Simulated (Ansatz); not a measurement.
Ansatz (a program for electronic structure) input:
A basis named .json is the Basis Set Exchange file of that set.

Ansatz 0.2 input:
```yaml
crystal:
  periodic: [false, false, false]
  atoms:
    - {symbol: B, position_ang: [-0.61802600, 0.41469115, 0.02416884]}
    - {symbol: F, position_ang: [0.52723220, -0.20936331, -0.00695393]}
    - {symbol: H, position_ang: [-1.65495985, -0.18918598, -0.05825890]}
basis:
  gaussian:
    orbitals: aug-cc-pVTZ
    fitting: {mean_field: def2-universal-jkfit, correlation: aug-cc-pVTZ-RIFIT.json}
magnetization: {spin_polarized: true, initial_magnetization: 1}
correlation: {method: mp2, electrons: outside_noble_gas}
```

Problem. Predict the final energy.

Solution. -125.06887 Eh (RI-MP2/aug-cc-pVTZ). The basis has 115 functions.

It need not be the lowest isomer of its formula.
